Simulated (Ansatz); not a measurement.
A nudged elastic band was laid between two geometries of C2H6ClFOSi (12 atoms, charge 0, multiplicity 1).

The calculation used RKS PBE0/cc-pVDZ (Ansatz).

```yaml
movable_images: 7
climbing_image: yes
spring: 5.0 eV/Å²
optimiser: quadratic models (default)
start_path: through a guess of the saddle point
force_threshold: 0.03 eV/Å
iteration_limit: 60
end_points: relaxed
```

First end point:

```xyz
12
Properties=species:S:1:pos:R:3
C 0.907 0.272 -1.484
Si 0.466 0.452 0.308
F -0.380 1.863 0.490
Cl 2.179 0.620 1.474
C -0.706 -0.847 1.001
O -1.960 -0.677 0.353
H 1.399 1.182 -1.857
H 1.586 -0.582 -1.633
H -0.013 0.097 -2.063
H -0.776 -0.785 2.105
H -0.351 -1.862 0.763
H -2.274 0.210 0.577
```

Last end point:

```xyz
12
Properties=species:S:1:pos:R:3
C 0.614 0.500 -1.450
Si 0.542 0.515 0.408
F 0.396 2.073 0.928
Cl 2.344 -0.188 1.163
C -0.889 -0.486 1.125
O -0.970 -1.759 0.497
H 1.482 1.078 -1.802
H 0.716 -0.531 -1.822
H -0.298 0.947 -1.877
H -1.836 0.086 1.061
H -0.707 -0.667 2.196
H -1.318 -1.624 -0.393
```

Question: Which bonds break or form, and what moves?

Answer: No bond is made or broken. The dihedral Cl4–Si2–C5–H11 goes from -77 to 41°.

Question: Give the energies along the band, and the barrier.

Answer: The run converged. The highest image is number 5 of 0 to 8, 0.122 eV above the first end and 0.024 eV above the last; the last end lies 0.099 eV above the first. A vibrational analysis at the climbing image gives one clearly imaginary mode, 61i cm⁻¹: a first-order saddle point.

```json
{"image": "0", "path coordinate (Å)": "0.00", "energy (eV)": "0.000", "dihedral Cl4–Si2–C5–H11 (°)": "-77"}
{"image": "1", "path coordinate (Å)": "0.61", "energy (eV)": "0.014", "dihedral Cl4–Si2–C5–H11 (°)": "-61"}
{"image": "2", "path coordinate (Å)": "1.22", "energy (eV)": "0.046", "dihedral Cl4–Si2–C5–H11 (°)": "-46"}
{"image": "3", "path coordinate (Å)": "1.83", "energy (eV)": "0.084", "dihedral Cl4–Si2–C5–H11 (°)": "-31"}
{"image": "4", "path coordinate (Å)": "2.44", "energy (eV)": "0.112", "dihedral Cl4–Si2–C5–H11 (°)": "-16"}
{"image": "5", "path coordinate (Å)": "3.05", "energy (eV)": "0.122", "dihedral Cl4–Si2–C5–H11 (°)": "0"}
{"image": "6", "path coordinate (Å)": "3.57", "energy (eV)": "0.117", "dihedral Cl4–Si2–C5–H11 (°)": "14"}
{"image": "7", "path coordinate (Å)": "4.10", "energy (eV)": "0.105", "dihedral Cl4–Si2–C5–H11 (°)": "28"}
{"image": "8", "path coordinate (Å)": "4.62", "energy (eV)": "0.099", "dihedral Cl4–Si2–C5–H11 (°)": "41"}
```

Question: What is the geometry of the highest image?

Answer: 
```xyz
12
Properties=species:S:1:pos:R:3
C 0.665 0.434 -1.445
Si 0.559 0.513 0.408
F 0.213 2.062 0.861
Cl 2.420 0.095 1.243
C -0.762 -0.641 1.135
O -1.339 -1.475 0.139
H 1.507 1.040 -1.809
H 0.806 -0.609 -1.763
H -0.263 0.816 -1.899
H -1.516 -0.052 1.692
H -0.286 -1.309 1.869
H -1.926 -0.928 -0.397
```

The band took 7 iterations and of the order of 8 core-minutes.

The run took 4.2 min on 2 threads of Arm Neoverse V1, with other jobs on the host, peak memory 0.35 GiB.
